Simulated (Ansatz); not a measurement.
Consider the formal exchange of groups at a Ge–Al bond: `C[O][AlH][GeH3]` + `N=C(N)S` → `N=[C](S)[GeH3]` + `C[O][AlH][NH2]`.

Computed with Ansatz on PBE0-D4/def2-TZVP structures; ΔE is electronic, products minus reactants. CCSD(T)/CBS is the MP2 limit (def2-TZVPP, def2-QZVPP) plus CCSD(T) − MP2 in def2-TZVPP, frozen cores. This one scheme is used for every species. DFT in def2-TZVPP. For Ge outer-core shells are correlated without core-valence functions, which leaves a few kJ/mol of doubt a bond. Scalar relativity is left out up to krypton. One conformer a species, not always the lowest.

```json
{"level": "r2SCAN-D4", "ΔE (kcal/mol)": "-11.2", "difference from CCSD(T)/CBS": "3.5"}
{"level": "PBE0-D4", "ΔE (kcal/mol)": "-8.8", "difference from CCSD(T)/CBS": "5.9"}
{"level": "PBE", "ΔE (kcal/mol)": "-8.2", "difference from CCSD(T)/CBS": "6.5"}
{"level": "PBE0", "ΔE (kcal/mol)": "-8.6", "difference from CCSD(T)/CBS": "6.1"}
{"level": "MP2/def2-TZVPP", "ΔE (kcal/mol)": "-16.0", "difference from CCSD(T)/CBS": "-1.3"}
{"level": "CCSD/def2-TZVPP", "ΔE (kcal/mol)": "-14.5", "difference from CCSD(T)/CBS": "0.2"}
{"level": "HF/def2-QZVPP", "ΔE (kcal/mol)": "-13.9", "difference from CCSD(T)/CBS": "0.8"}
{"level": "MP2/def2-QZVPP", "ΔE (kcal/mol)": "-16.2", "difference from CCSD(T)/CBS": "-1.5"}
{"level": "SCS-MP2/def2-QZVPP", "ΔE (kcal/mol)": "-16.7", "difference from CCSD(T)/CBS": "-2.0"}
{"level": "HF/CBS(def2)", "ΔE (kcal/mol)": "-13.9", "difference from CCSD(T)/CBS": "0.8"}
{"level": "CCSD(T)/CBS", "ΔE (kcal/mol)": "-14.7", "difference from CCSD(T)/CBS": "0"}
```

Largest T1 diagnostic among the species: 0.014.

In def2-TZVPP, CCSD(T) changes the Hartree–Fock value by −1.0 kcal/mol (the triples alone add −0.0 kcal/mol) and MP2 by −2.5 kcal/mol.
